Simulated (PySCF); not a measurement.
CH₇GeNOSi, SMILES [OH][Ge@@H]1[NH]C[SiH2]1. Atoms are numbered in the order given.

```xyz
12

O      1.7586     0.2269    -1.2338
Ge     0.7464     0.0373     0.2445
N     -0.4178    -1.4024     0.1969
C     -1.7636    -0.9104    -0.1268
Si    -1.4419     0.9800     0.0977
H      2.6814    -0.0202    -1.0898
H      1.7375    -0.0160     1.4363
H     -0.2223    -2.3889     0.0481
H     -2.0949    -1.1373    -1.1599
H     -2.5422    -1.2969     0.5585
H     -1.7882     1.8414    -1.0685
H     -2.0330     1.5682     1.3348
```
Charge 0, spin multiplicity 1.

Geometry optimised at B3LYP-D3(BJ)/def2-SVP. The structure was generated by enumeration; whether it is a known compound was not checked. Other conformers were not sampled.

Two levels are set side by side: PBE/pcSseg-1 (PySCF) and PBE0/pcSseg-1 (PySCF). GIAO shifts against GeH4 (⁷³Ge), H2O (¹⁷O), NH3 (¹⁵N), TMS (²⁹Si), TMS (¹H), TMS (¹³C) at the same level; non-relativistic, no solvent, atoms listed together averaged. Differences are taken from unrounded values.

```csv
quantity,PBE
δ(¹⁷O) of O1 (ppm),93.0
δ(⁷³Ge) of Ge2 (ppm),400.7
δ(¹⁵N) of N3 (ppm),94.2
δ(¹³C) of C4 (ppm),42.8
δ(²⁹Si) of Si5 (ppm),-14.3
δ(¹H) of H6 (ppm),2.09
δ(¹H) of H7 (ppm),6.97
δ(¹H) of H8 (ppm),1.77
"δ(¹H) of H11, H12 (ppm)",5.27
```

Question: These are the PBE values. What does PBE0 give? (Estimate from the structure and the level; the computed values follow.)

Answer: 
```csv
quantity,PBE0,PBE minus PBE0
δ(¹⁷O) of O1 (ppm),71.1,21.9
δ(⁷³Ge) of Ge2 (ppm),380.7,20.0
δ(¹⁵N) of N3 (ppm),79.0,15.2
δ(¹³C) of C4 (ppm),40.1,2.7
δ(²⁹Si) of Si5 (ppm),-14.4,0.0
δ(¹H) of H6 (ppm),1.85,0.24
δ(¹H) of H7 (ppm),6.58,0.39
δ(¹H) of H8 (ppm),1.50,0.27
"δ(¹H) of H11, H12 (ppm)",5.12,0.15
```

Rough cost on one machine, each run with all the roots and properties that it gave: PBE0 against PBE within a factor of 2.
